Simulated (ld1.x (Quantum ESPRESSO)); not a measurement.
Configuration tests for Xe (TM)

```json
{
  "Element": "Xe (Z = 54)",
  "Generator": "ld1.x (Quantum ESPRESSO) 7.5",
  "Type": "norm-conserving Troullier–Martins (Kleinman–Bylander form)",
  "Functional": "LDA (PZ)",
  "Relativity": "fully relativistic",
  "Frozen core": "[Kr]",
  "Valence charge": "18",
  "Reference configuration": "4d10 5s2 5p5 (charge +1)",
  "Partial waves": "5s (bound): rc 1.60 bohr; 4d (bound): rc 1.05 bohr; 5p (bound): rc 1.85 bohr",
  "Local potential": "the p channel",
  "Core correction": "a·sin(br)/r model core inside 0.75 bohr"
}
```

Open shells are filled in proportion to 2j + 1 (rel_dist='average').

Energies are relative to the spin-unpolarised reference configuration 4d10 5s2 5p5; without spin polarisation the order of configurations can differ from experiment. The p channel is local and has no spin–orbit splitting in the pseudo-atom.

Q: Give the all-electron excitation energy and the error of the potential for: 4d10 5s2 5p6; 4d10 5s2 5p4; 4d10 5s2 5p3; 4d9 5s2 5p6; 4d10 5s2 5p2; 4d10 5s1 5p6; 4d10 5s2 5p5.5.

A:

```
valence configuration  charge  ΔE all-electron (eV)  error AE − PS (meV)
         4d10 5s2 5p6       0               -12.735                  -24
         4d10 5s2 5p4      +2                21.981                  +32
         4d10 5s2 5p3      +3                53.988                  +81
          4d9 5s2 5p6      +1                54.994                 -582
         4d10 5s2 5p2      +4                96.668                 +155
         4d10 5s1 5p6      +1                12.174                  -29
       4d10 5s2 5p5.5    +0.5                -7.467                  -12
```

Levels in the configuration 4d9 5s2 5p6:

```tsv
level	all-electron (eV)	pseudo (eV)
4d j=3/2	-77.660	-78.656
4d j=5/2	-75.585	-76.558
5s j=1/2	-31.414	-31.380
5p j=1/2	-19.667	-18.474
5p j=3/2	-18.084	-18.474
```

The potential misses its own reference levels by up to 1.0 eV.
